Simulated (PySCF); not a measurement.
Computed Raman spectrum (relative Raman activity) of a molecule C₄H₅FO. Coordinates come from a r2SCAN-D4/def2-SVP optimisation. One conformer was computed; it need not be the lowest. Computed with PySCF with r2SCAN-D4/def2-SVP. Harmonic, unscaled wavenumbers; measured fundamentals usually lie a few per cent lower.

Lines under 2 % of the strongest are left out, and lines within 2 cm⁻¹ are merged.

ν (cm⁻¹): 742 (vw), 983 (vw), 1097 (vw), 1278 (vw), 1411 (w), 1433 (w), 1450 (m), 1463 (w), 1826 (m), 3031 (vs), 3060 (vs), 3112 (s), 3134 (s), 3162 (m) (against the strongest line: vs over 80 %, s over 45 %, m over 15 %, w over 4 %, vw less)

Which molecule gave these data?
(A) C[C@@]1(F)C=CO1
(B) F/C=C1\CCO1
(C) CC1=C(F)CO1
(D) FC=C1COC1

C, CC1=C(F)CO1
